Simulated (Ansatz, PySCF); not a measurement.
B(Cl)(Me)(SMe) (C₂H₆BClS), SMILES CSB(C)Cl.

Geometry: PBE0-D3(BJ)/def2-SVP. This is a generated structure with no PubChem entry under its InChIKey; it may be hypothetical. Other conformers were not sampled.

Vertical ionisation energy (IE) and electron affinity (EA) in eV. Rows of orbital energies are one-electron estimates. Where ΔSCF, EOM or ADC give a negative EA the extra electron is unbound and the value depends on the basis.

| level | IE | EA |
|---|---|---|
| −ε(HOMO), −ε(LUMO), CAM-B3LYP/def2-TZVP (PySCF) | 8.75 | -0.44 |
| −ε(HOMO), −ε(LUMO), PBE/def2-TZVP (PySCF) | 6.29 | 1.62 |
| ΔSCF, PBE0/def2-SVPD (Ansatz), final states of multiplicity 2 and 2 | 9.58 | -0.89 |
| ΔSCF, PBE/def2-SVPD (Ansatz), final states of multiplicity 2 and 2 | 9.41 | -0.81 |

Task: What vertical singlet–triplet gap does ΔSCF give with PBE0/def2-SVPD (Ansatz, a first-principles code) and with PBE/def2-SVPD (Ansatz)? (Estimate from the structure and the level; the computed values follow.)

Result: 4.75 and 4.63 eV (triplet above singlet where positive).
